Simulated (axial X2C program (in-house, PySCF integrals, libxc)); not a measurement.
Nuclear properties of TaOH⁺

Calculated with an in-house all-electron X2C program for linear molecules (integrals from PySCF): two-component X2C with atomic mean-field Coulomb and Gaunt terms, Gaussian nuclei, basis Ta dyall-v3z, O dyall-av3z, H dyall-v3z with contracted cores.

Ta–O–H held linear, with bonds 1.762 and 0.964 Å (near the PBE0 minimum at charge 1 of the determinant lowest at the starting distance; the state shown can have its own minimum elsewhere, held linear; other orders of the atoms were not compared).

Determinant lowest in the PBE0 search, Ω = 3/2 (⟨Sz⟩ = 1.49, ⟨Lz⟩ = 0.01 at PBE0), spin on the atoms Ta 1.54, O -0.05, H 0.00:

```
level  Eeff magnitude (GV/cm)  Ws magnitude Ta (kHz)  A∥/gI Ta (MHz)  qzz Ta (a.u.)  A∥/gI O (MHz)  qzz O (a.u.)  A∥/gI H (MHz)  qzz H (a.u.)
 PBE0                    15.4                   8.95            4120           1.34          -2.27          1.04          0.492          0.45
   HF                    15.4                    8.7            3860          -0.34          -19.7          1.10           0.69          0.44
B3LYP                    17.8                   10.4            4250           1.48           1.41          1.04          0.594          0.45
```

Determinant 0.52 eV from it at PBE0 and this distance, Ω = 3/2 (⟨Sz⟩ = -0.51, ⟨Lz⟩ = 2.01 at PBE0), spin on the atoms Ta -0.53, O 0.02, H 0.00:

```csv
level,Eeff magnitude (GV/cm),Ws magnitude Ta (kHz),A∥/gI Ta (MHz),qzz Ta (a.u.),A∥/gI O (MHz),qzz O (a.u.),A∥/gI H (MHz),qzz H (a.u.)
PBE0,0.696,0.529,920,-3.15,8.36,0.99,0.612,0.44
HF,22.3,14.9,-3160,-5.02,44.8,1.17,2.76,0.45
B3LYP,3.79,2.6,998,-2.96,7.93,0.98,0.55,0.44
```

Eeff is the effective electric field on the electron electric dipole moment in this Ω state and Ws the scalar–pseudoscalar constant of the nucleus named (defined with the proton number Z and per Ω); A∥ (defined per Ω) follows by multiplying with gI = μI/(I μN); qzz is the electric field gradient, eQq0 = 234.96 MHz × Q/barn × qzz. The operators were transformed with the bare-nucleus X2C matrices; with these basis sets, hyperfine constants and field gradients can be off by tens of per cent, and where levels differ in sign neither size nor sign is settled.

Question: With gI(181Ta) = 0.6773, Q(17O) = -0.02558 barn, gI(1H) = 5.5857 (g factors from the IAEA table of nuclear moments by Stone; Q from Pyykkö, Mol. Phys. 2018), turn the PBE0 values of the first state into constants in MHz.

Answer: A∥(181Ta) = 4120 × 0.6773 = 2790 MHz; eQq0(17O) = 234.96 × (-0.02558) × (1.04) = -6.25 MHz; A∥(1H) = 0.492 × 5.5857 = 2.75 MHz.

The molecule was held linear; bending was not examined, so a bent shape may lie lower.

Each state is one determinant with collinear spin, which with several unpaired electrons need not be a pure state. Unrestricted Hartree–Fock can overshoot spin polarisation at the nuclei. In the state Ω = 3/2 the sign of Eeff differs between levels (HF against PBE0). This is the top spin component of a Σ state; components of lower Ω are not single determinants and can lie lower. With several open shells hyperfine constants can be off by a factor of several. Where Eeff spreads by more than a factor of two the levels disagree and none is to be relied on. The search compared states at one distance, so a state with another bond length can lie lower. The sign of Ws at Ta differs between levels in the second state. Where a field gradient or hyperfine factor spreads by more than a factor of two over the levels, a constant derived from it is not to be relied on. PBE0 term energies can be off by some tenths of an eV.
